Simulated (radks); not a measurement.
Species: Li. Configuration: [He] 2s1.

Method: Dirac Kohn-Sham, Slater X-alpha with alpha = 1.018, spin-unpolarised, spherical densities, finite nucleus; Fermi nuclear charge, rms radius 2.444 fm; computed with a radial shooting solver on a logarithmic mesh with Libxc functionals.

Energy parts (Ry):
| part | energy |
|---|---|
| total | -15.96457 |
| kinetic | 15.96822 |
| electron-nucleus | -35.60647 |
| Hartree | 8.49814 |
| exchange | -4.82446 |

Orbitals (lengths in bohr, moments of r in powers of bohr; <r^-3> diverges for s and p1/2; r(max) is where P^2 peaks):
| orbital | occ. | eigenvalue (Ry) | r(max) | <r^2> | <r> | <r^-3> |
|---|---|---|---|---|---|---|
| 1s1/2 | 2 | -4.40612 | 0.3515 | 0.4207 | 0.5552 | - |
| 2s1/2 | 1 | -0.26235 | 2.870 | 15.04 | 3.560 | - |

The highest occupied level is 2s1/2 at -3.569 eV. For comparison, the ionisation energy in NIST's Atomic Spectra Database is 5.392 eV (measured). In exact Kohn-Sham theory the highest level is minus the ionisation energy, but local and semilocal functionals leave it too shallow, through self-interaction and a potential that decays too fast; potentials with the right tail come closer. The density falls to 0.001 e/bohr^3 at r = 4.10 bohr.

Beside tabulated values, note that spin-unpolarised runs miss the spin-polarisation part of the exchange energy of open shells.
